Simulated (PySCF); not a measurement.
C4H8O2, singlet, at a GFN2-xTB geometry; BLYP/STO-3G (PySCF).

The PySCF input:
```python
from pyscf import gto, scf, dft

mol = gto.Mole()
mol.atom = '''
    C     1.247602    0.545664   -0.003314
    C     0.930822   -0.856959    0.503451
    O    -0.159910   -1.431509   -0.194484
    C    -1.079178   -0.471116   -0.683883
    C    -1.099246    0.782410    0.183746
    O     0.159910    1.431509    0.194484
    H     2.096931    0.966806    0.539985
    H     1.501618    0.498592   -1.072649
    H     1.784703   -1.521487    0.351185
    H     0.705205   -0.813945    1.579306
    H    -0.818025   -0.196019   -1.716519
    H    -2.060881   -0.950849   -0.687076
    H    -1.820753    1.505531   -0.204094
    H    -1.388798    0.511371    1.209863
'''
mol.basis = 'sto-3g'
mol.charge = 0
mol.spin = 0
mol.verbose = 4
mol.build()

mf = dft.RKS(mol)
mf.xc = 'blyp'
mf.kernel()
```

### Question
Write the output that PySCF gives for this input, abridged.

### Answer

```
PySCF version 2.14.0

[INPUT] verbose = 4
[INPUT] num. atoms = 14
[INPUT] num. electrons = 48
[INPUT] charge = 0
[INPUT] spin (= nelec alpha-beta = 2S) = 0
[INPUT] symmetry False subgroup None
[INPUT] Mole.unit = angstrom
[INPUT] Symbol           X                Y                Z      unit          X                Y                Z       unit  Magmom
[INPUT]  1 C      1.247602000000   0.545664000000  -0.003314000000 AA    2.357626092460   1.031155516035  -0.006262552377 Bohr   0.0
[INPUT]  2 C      0.930822000000  -0.856959000000   0.503451000000 AA    1.758998650720  -1.619417809981   0.951384507138 Bohr   0.0
[INPUT]  3 O     -0.159910000000  -1.431509000000  -0.194484000000 AA   -0.302186104579  -2.705159954850  -0.367521495610 Bohr   0.0
[INPUT]  4 C     -1.079178000000  -0.471116000000  -0.683883000000 AA   -2.039350859656  -0.890280212901  -1.292351571246 Bohr   0.0
[INPUT]  5 C     -1.099246000000   0.782410000000   0.183746000000 AA   -2.077273883524   1.478540617121   0.347229616484 Bohr   0.0
[INPUT]  6 O      0.159910000000   1.431509000000   0.194484000000 AA    0.302186104579   2.705159954850   0.367521495610 Bohr   0.0
[INPUT]  7 H      2.096931000000   0.966806000000   0.539985000000 AA    3.962625292110   1.826998555586   1.020423761373 Bohr   0.0
[INPUT]  8 H      1.501618000000   0.498592000000  -1.072649000000 AA    2.837646763717   0.942202327899  -2.027012837789 Bohr   0.0
[INPUT]  9 H      1.784703000000  -1.521487000000   0.351185000000 AA    3.372599883690  -2.875193732086   0.663643469055 Bohr   0.0
[INPUT] 10 H      0.705205000000  -0.813945000000   1.579306000000 AA    1.332644311674  -1.538133130459   2.984455806882 Bohr   0.0
[INPUT] 11 H     -0.818025000000  -0.196019000000  -1.716519000000 AA   -1.545843213047  -0.370422225211  -3.243750797612 Bohr   0.0
[INPUT] 12 H     -2.060881000000  -0.950849000000  -0.687076000000 AA   -3.894500665320  -1.796844195817  -1.298385466762 Bohr   0.0
[INPUT] 13 H     -1.820753000000   1.505531000000  -0.204094000000 AA   -3.440724510480   2.845041262043  -0.385681763667 Bohr   0.0
[INPUT] 14 H     -1.388798000000   0.511371000000   1.209863000000 AA   -2.624447862344   0.966351138045   2.286309718245 Bohr   0.0

nuclear repulsion = 264.941786692219
number of shells = 26
number of NR pGTOs = 114
number of NR cGTOs = 38
basis = sto-3g
ecp = {}

******** <class 'pyscf.dft.rks.RKS'> ********
method = RKS
initial guess = minao
damping factor = 0
level_shift factor = 0
DIIS = <class 'pyscf.scf.diis.CDIIS'>
diis_start_cycle = 1
diis_space = 8
diis_damp = 0
SCF conv_tol = 1e-09
SCF conv_tol_grad = None
SCF max_cycles = 50
direct_scf = True
direct_scf_tol = 1e-13
XC library pyscf.dft.libxc version 7.1.2
    S. Lehtola, C. Steigemann, M. J. T. Oliveira, and M. A. L. Marques,  SoftwareX 7, 1–5 (2018)
XC functionals = blyp
    A. D. Becke,  Phys. Rev. A 38, 3098 (1988)
    C. Lee, W. Yang, and R. G. Parr,  Phys. Rev. B 37, 785 (1988)
    B. Miehlich, A. Savin, H. Stoll, and H. Preuss,  Chem. Phys. Lett. 157, 200 (1989)
radial grids:
    Treutler-Ahlrichs [JCP 102, 346 (1995); DOI:10.1063/1.469408] (M4) radial grids

becke partition: Becke, JCP 88, 2547 (1988); DOI:10.1063/1.454033
pruning grids: <function nwchem_prune>
grids dens level: 3
symmetrized grids: False
atomic radii adjust function: <function treutler_atomic_radii_adjust>
small_rho_cutoff = 0
Set gradient conv threshold to 3.16228e-05
Initial guess from minao.
tot grids = 163104
init E= -304.273853401999
  HOMO = -0.258730108535508  LUMO = 0.110806257092355  gap/eV = 10.05560
cycle= 1 E= -303.398571236286  delta_E= 0.875  |g|= 0.581  |ddm|= 4.75
  HOMO = 0.0551727104257361  LUMO = 0.270050859807182  gap/eV = 5.84713
cycle= 2 E= -303.214790399186  delta_E= 0.184  |g|= 1.01  |ddm|= 2.28
  HOMO = -0.0609257479581143  LUMO = 0.23121451197085  gap/eV = 7.94954
cycle= 3 E= -303.510829645567  delta_E= -0.296  |g|= 0.0368  |ddm|= 1.41
  HOMO = -0.0712140477577164  LUMO = 0.218768813532201  gap/eV = 7.89084
cycle= 4 E= -303.511194411785  delta_E= -0.000365  |g|= 0.0196  |ddm|= 0.0878
  HOMO = -0.0680582508855446  LUMO = 0.22270419422251  gap/eV = 7.91205
cycle= 5 E= -303.511323519914  delta_E= -0.000129  |g|= 0.000949  |ddm|= 0.0302
  HOMO = -0.0682339738031136  LUMO = 0.222518694398909  gap/eV = 7.91178
cycle= 6 E= -303.51132387434  delta_E= -3.54e-07  |g|= 5.85e-05  |ddm|= 0.00157
  HOMO = -0.0682418562748565  LUMO = 0.222517666244883  gap/eV = 7.91197
cycle= 7 E= -303.511323875572  delta_E= -1.23e-09  |g|= 5.13e-06  |ddm|= 0.000105
  HOMO = -0.0682428075583741  LUMO = 0.222516970495139  gap/eV = 7.91198
cycle= 8 E= -303.511323875582  delta_E= -1.02e-11  |g|= 5.07e-07  |ddm|= 1.03e-05
  HOMO = -0.068242863715433  LUMO = 0.22251690918126  gap/eV = 7.91198
Extra cycle  E= -303.511323875582  delta_E=    0  |g|= 4.36e-07  |ddm|= 1.59e-06
converged SCF energy = -303.511323875582
```
